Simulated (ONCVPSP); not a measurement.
What the settings do to the ONCV potential of chromium (Cr)

Base potential:

* Element: chromium (Cr)
* Generator: ONCVPSP 4.0.1
* Type: optimised norm-conserving Vanderbilt (ONCV)
* Functional: PBE
* Relativity: fully relativistic
* Frozen core: [Ne]
* Valence charge: 14
* Reference configuration: 3s2 3p6 3d5 4s1
* Partial waves: 3s+4s: rc 1.55 bohr, ncon 4, nbas 8, qcut 7.9 1/bohr, 2 projectors; 3p: rc 0.85 bohr, ncon 4, nbas 8, qcut 10.8 1/bohr, 2 projectors, debl 0.7 Ha; 3d: rc 1.05 bohr, ncon 4, nbas 7, qcut 7.9 1/bohr, 2 projectors, debl 1.5 Ha
* Local potential: polynomial inside 0.60 bohr (lpopt 3, dvloc0 6 Ha)
* Core correction: Teter function, fcfact 5, rcfact 1.75

Open shells are filled in proportion to 2j + 1.

In the p channel the program set the typed energies aside and used -1.657, 0.250 Ha (j = l + 1/2; the other j can differ).

All-electron outer shells of the reference configuration (PBE, scalar-relativistic, ld1.x):

```
shell  level (eV)  outermost node (bohr)  outermost maximum (bohr)
   2p     -560.70                      –                      0.20
   3s      -73.99                   0.36                      0.78
   3p      -45.44                   0.33                      0.80
   4s       -4.01                   1.12                      2.74
   3d       -2.91                      –                      0.84
```

Cutoffs, loose and tight: the cutoffs (Ha) at which the residual kinetic energy of the hardest occupied pseudo-wave falls to 1 and 0.1 mHa per electron. They do not see the model core or the augmentation charge, which bear on the density cutoff. Test errors are all-electron minus pseudo excitation energies from the reference, over the configurations 3s2 3p6 3d5 4s0; 3s2 3p6 3d4 4s0; 3s2 3p6 3d3 4s0; 3s2 3p5 3d5 4s1. A dash means not determined; rows that change the core or the reference have their own tests. The largest error is taken over the tests solved by every variant that gives reliable tests at all: 3s2 3p5 3d5 4s1; 3s2 3p6 3d4 4s0; 3s2 3p6 3d5 4s0.

| change | outcome | cutoff, loose | cutoff, tight | bound ghosts | GHOST(+) flags above zero | largest test error (meV) |
| --- | --- | --- | --- | --- | --- | --- |
| base | generated, projector energies reset by the program | 153 Ha | 200 Ha | none | s, d5/2, d3/2 | +15 |
| core correction Teter function, fcfact 4.6, rcfact 1.75 | generated, projector energies reset by the program | 153 Ha | 200 Ha | none | s, d5/2, d3/2 | +16 |
| s: qcut 10.2 | generated, projector energies reset by the program | 153 Ha | 200 Ha | none | d5/2, d3/2 | +15 |
| d: nproj 1 | generated, projector energies reset by the program | 153 Ha | 200 Ha | none | s | +10 |
| core correction Teter function, fcfact 5, rcfact 1.06 | generated, projector energies reset by the program | 153 Ha | 200 Ha | none | s, d5/2, d3/2 | +16 |
| p: rc 0.84 | generated, projector energies reset by the program | 153 Ha | 200 Ha | none | s, d5/2, d3/2 | +16 |

Task: What comes out with this change to the base: all radii but the core radius scaled by about 1.19 (s 1.84, p 1.02, d 1.26 bohr); local potential polynomial inside 0.72 bohr (lpopt 3, dvloc0 6 Ha)?

Result: outcome: generated, projector energies reset by the program; cutoff, loose: 101 Ha; cutoff, tight: 118 Ha; bound ghosts: none; GHOST(+) flags above zero: none; largest test error (meV): -12.
